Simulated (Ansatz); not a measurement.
C2H6ClNSi (`C/C=N\[SiH2]Cl`), relaxed with RKS PBE-D4/def2-SVP in Ansatz from a rough embedded geometry. The force threshold is 0.03 eV/Å; the program also tests the step.

Charge 0, multiplicity 1.

Start:

```xyz
11

C     1.274   -0.107    0.853
C    -0.176   -0.320    1.124
N    -1.204   -0.144    0.360
Si   -1.220    0.429   -1.237
Cl   -0.298   -1.033   -2.443
H     1.733   -1.145    0.768
H     1.721    0.437    1.621
H     1.430    0.382   -0.139
H    -0.400   -0.718    2.173
H    -2.537    0.627   -1.743
H    -0.323    1.591   -1.338
```

```json
{"step": "1", "energy (eV)": "-24040.0847", "largest force (eV/Å)": "2.975", "largest move (Å)": "0.000"}
{"step": "2", "energy (eV)": "-24040.3333", "largest force (eV/Å)": "0.840", "largest move (Å)": "0.146"}
{"step": "3", "energy (eV)": "-24040.3711", "largest force (eV/Å)": "0.223", "largest move (Å)": "0.063"}
{"step": "4", "energy (eV)": "-24040.3754", "largest force (eV/Å)": "0.302", "largest move (Å)": "0.055"}
{"step": "5", "energy (eV)": "-24040.3849", "largest force (eV/Å)": "0.114", "largest move (Å)": "0.051"}
{"step": "6", "energy (eV)": "-24040.4039", "largest force (eV/Å)": "0.185", "largest move (Å)": "0.195"}
{"step": "7", "energy (eV)": "-24040.4102", "largest force (eV/Å)": "0.340", "largest move (Å)": "0.195"}
{"step": "8", "energy (eV)": "-24040.4300", "largest force (eV/Å)": "0.243", "largest move (Å)": "0.058"}
{"step": "9", "energy (eV)": "-24040.4651", "largest force (eV/Å)": "0.181", "largest move (Å)": "0.200"}
{"step": "10", "energy (eV)": "-24040.4927", "largest force (eV/Å)": "0.176", "largest move (Å)": "0.193"}
{"step": "11", "energy (eV)": "-24040.5109", "largest force (eV/Å)": "0.194", "largest move (Å)": "0.192"}
{"step": "12", "energy (eV)": "-24040.5223", "largest force (eV/Å)": "0.245", "largest move (Å)": "0.149"}
{"step": "13", "energy (eV)": "-24040.5275", "largest force (eV/Å)": "0.124", "largest move (Å)": "0.063"}
{"step": "14", "energy (eV)": "-24040.5288", "largest force (eV/Å)": "0.067", "largest move (Å)": "0.030"}
{"step": "15", "energy (eV)": "-24040.5289", "largest force (eV/Å)": "0.019", "largest move (Å)": "0.012"}
```

End:

```xyz
11

C     1.291   -0.550    0.877
C    -0.093   -0.051    1.184
N    -0.992    0.346    0.374
Si   -1.236    0.563   -1.323
Cl    0.341    0.057   -2.637
H     1.411   -1.580    1.276
H     2.039    0.072    1.416
H     1.511   -0.543   -0.206
H    -0.345   -0.036    2.276
H    -2.404   -0.294   -1.703
H    -1.523    2.017   -1.534
```

Run time 17 s (4 threads of an Arm Neoverse V2 on a shared host); peak host memory 0.15 GiB.
